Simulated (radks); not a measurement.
Coulomb parameter of the 4d shell of the silver ion Ag+ in the model configuration [Kr] 4d9 5p1, as a second difference U = [E(n + 0.5) + E(n - 0.5) - 2 E(n)] / (0.5)^2 with all orbitals relaxed. "Bare": the charge of the atom changes with n. "Screened": the 5p shell takes up the change at fixed total charge, which measures U(4d,4d) + U(5p,5p) - 2 U(4d,5p). All-electron calculation, scalar-relativistic Kohn-Sham, PBE, spin-unpolarised, spherical densities, finite nucleus; Fermi nuclear charge, rms radius 4.5454 fm. Program: a radial shooting solver on a logarithmic mesh with Libxc functionals.

[
 {"case": "start", "configuration": "[Kr] 4d9 5p1", "E - E(n) (eV)": "0.000"},
 {"case": "bare +0.5", "configuration": "[Kr] 4d9.5 5p1", "E - E(n) (eV)": "-8.836"},
 {"case": "bare -0.5", "configuration": "[Kr] 4d8.5 5p1", "E - E(n) (eV)": "11.980"},
 {"case": "screened +0.5", "configuration": "[Kr] 4d9.5 5p0.5", "E - E(n) (eV)": "-5.894"},
 {"case": "screened -0.5", "configuration": "[Kr] 4d8.5 5p1.5", "E - E(n) (eV)": "6.760"}
]

U(bare) = 12.577 eV, U(screened by 5p) = 3.465 eV, against the Slater integral F0(4d,4d) = 18.716 eV with frozen orbitals.
